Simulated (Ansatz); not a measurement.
Consider the formal exchange of groups at the In–S bond: `[SH][In]([Cl])[Cl]` + `CC` → `C[CH2][In]([Cl])[Cl]` + H₂S.

Program: Ansatz. Geometries: PBE0-D4/def2-TZVP. ΔE: electronic, gas phase. CCSD(T)/CBS is the MP2 limit (def2-TZVPP, def2-QZVPP) plus CCSD(T) − MP2 in def2-TZVPP, frozen cores. This one scheme is used for every species. DFT in def2-TZVPP. Elements past krypton have def2 core potentials. For In outer-core shells are correlated without core-valence functions, which leaves a few kJ/mol of doubt a bond. One conformer a species, not always the lowest.

```tsv
species	B2PLYP energy (Eh)
`[SH][In]([Cl])[Cl]`	-1508.91278
`CC`	-79.77340
`C[CH2][In]([Cl])[Cl]`	-1189.37322
H₂S	-399.27468
```

Problem. Work out ΔE.

Solution. ΔE = (-1189.37322) + (-399.27468) − (-1508.91278) − (-79.77340) = 0.03828 Eh = +24.0 kcal/mol. CCSD(T)/CBS gives +22.9 kcal/mol.

Largest T1 diagnostic among the species: 0.013.

From BLYP to BHLYP (50 % exact exchange), in def2-TZVPP and without D4, ΔE moves by +2.1 kcal/mol. In def2-TZVPP, CCSD(T) changes the Hartree–Fock value by −5.0 kcal/mol (the triples alone add −0.3 kcal/mol) and MP2 by −4.9 kcal/mol. At CCSD(T), def2-SVP lies +1.8 kcal/mol from the extrapolated value and def2-TZVPP −0.3 kcal/mol.
